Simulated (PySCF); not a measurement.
# Reading the logs of faulty runs: BCH9Si2

All numbers below are calculated, not measured. The program is PySCF 2.14.0, an open-source quantum chemistry code, run on an isolated molecule that a program drew, which may never have been made. The molecule is BCH9Si2 (charge 0, singlet), drawn as the SMILES string `B[SiH2][SiH2]C`.

Each row is a Hartree-Fock (HF) and frozen-core CCSD(T) single point in the cc-pV(D+d)Z basis, meant for a local HF minimum. Run 1 is clean. Each other run has one planted mistake out of seven kinds, and not every kind appears here: one electron removed, one electron added, multiplicity raised by two, geometry at a saddle point, minimal basis STO-3G, one bond length entered in bohr, all coordinates scaled. The reference is restricted for singlets and unrestricted otherwise, and also for a bond in bohr. Adding or removing an electron swaps singlet and doublet. Electrons count all cores. HOMO and LUMO are orbital energies over both spins, the gradient is its largest component, and the lowest frequency (negative if imaginary) is given only where the gradient is small. Bond lengths are over the 12 bonds as drawn. T1 is the CCSD diagnostic: over 0.02 (restricted) or 0.045 (unrestricted) a single reference is doubtful.

Geometry of the clean run:
```xyz
13
BCH9Si2, angstrom
B    -1.9512    0.4999   -0.5835
Si   -1.4422    0.9904    1.3242
Si    0.8707    0.5436    1.6604
C     1.9707    1.6218    0.5677
H    -2.3743   -0.5888   -0.8591
H    -1.7849    1.2736   -1.4867
H    -2.2203    0.2118    2.3239
H    -1.6753    2.4360    1.5911
H     1.1967    0.7812    3.0902
H     1.1354   -0.8907    1.3725
H     1.7985    2.6826    0.7677
H     3.0263    1.4084    0.7556
H     1.7735    1.4411   -0.4924
```

```
run  electrons  basis functions  <S^2>  HOMO (eV)  LUMO (eV)  gradient (hartree/bohr)  lowest frequency (cm^-1)  mean bond (Å)  longest bond (Å)      T1  HF (hartree)  CCSD(T) (hartree)                     mistake
  1         48              119  0.000     -10.21       1.25                  1.3e-05                        49         1.4942             2.380  0.0126    -645.63790         -646.16293                    no fault
  2         48              119  0.000      -9.96       1.11                  4.2e-02                         -         1.5958             2.541  0.0126    -645.59560         -646.12888      all coordinates scaled
  3         48              119  2.024      -7.37      -1.51                  5.6e-02                         -         1.4942             2.380  0.0183    -645.52075         -646.03772  multiplicity raised by two
  4         49              119  0.761      -0.79       7.64                  3.6e-02                         -         1.4942             2.380  0.0123    -645.62733         -646.17258          one electron added
  5         48              119  0.714      -9.94       1.12                  2.3e-02                         -         1.5753             2.380  0.0533    -645.51166         -646.03321                           ?
  6         47              119  0.788     -16.54      -7.83                  8.8e-02                         -         1.4942             2.380  0.0187    -645.30705         -645.80939                           ?
```

**Which mistake was planted in run 5, and what did it cost?**

The mean bond changes by a factor of 1.054 and the longest by 1.000, so the molecule wasn't scaled as a whole. A length L in bohr read as angstrom grows by (1/0.5292 - 1) L = 0.890 L. The 12 bonds together grew by 12 x 0.0811 = 0.973 Å, which gives L = 1.094 Å. That is the length of one of the C-H bonds, 1.093 Å in the clean geometry. So the mistake is: one bond length entered in bohr. Subtracting run 1 and multiplying by 627.51 kcal/mol a hartree, the energy moved by 79.2 kcal/mol in HF and 81.4 kcal/mol in CCSD(T).

**Which mistake was planted in run 6, and what did it cost?**

It counts 47 electrons, one fewer than the clean run, at the same geometry and basis. So the mistake is: one electron removed. Subtracting run 1 and multiplying by 627.51 kcal/mol a hartree, the energy moved by 207.6 kcal/mol in HF and 221.8 kcal/mol in CCSD(T).

Cautions from the logs. Run 5: T1 is over the limit, so its CCSD(T) energy is less reliable.
